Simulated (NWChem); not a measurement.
A series in which one site is exchanged, each optimised at PBE0/def2-SVP with NWChem, gas phase unless a solvent is named. All stand in one matching conformer (torsions within 35°), which need not be the lowest. For some, no frequency run checked for a minimum. def2 effective core potentials on Cd, Te; no spin-orbit coupling.

A: [Cd]([SH])[CH3] (CH₄CdS; site = Cd)
B: [CH3][Zn][SH] (CH4SZn; site = Zn)
C: [Te](C)S (CH4STe; site = Te)

| quantity | A | B | C |
|---|---|---|---|
| orbital gap (eV), PBE0/def2-SVP | 6.31 | [?] | 4.73 |
| vertical ionisation energy, ΔSCF, B3LYP/def2-SVP (eV) | 9.08 | [?] | 8.32 |
| static polarisability, B3LYP/def2-SVPD (bohr³) | 71.3 | [?] | 79.2 |
| lowest singlet excitation, B3LYP/def2-SVPD, TDA (eV) | 4.77 | [?] | 3.10 |

Q: Complete the blanks.

A: 
- orbital gap (eV), PBE0/def2-SVP, B: 6.68
- vertical ionisation energy, ΔSCF, B3LYP/def2-SVP (eV), B: 9.31
- static polarisability, B3LYP/def2-SVPD (bohr³), B: 62.5
- lowest singlet excitation, B3LYP/def2-SVPD, TDA (eV), B: 5.18
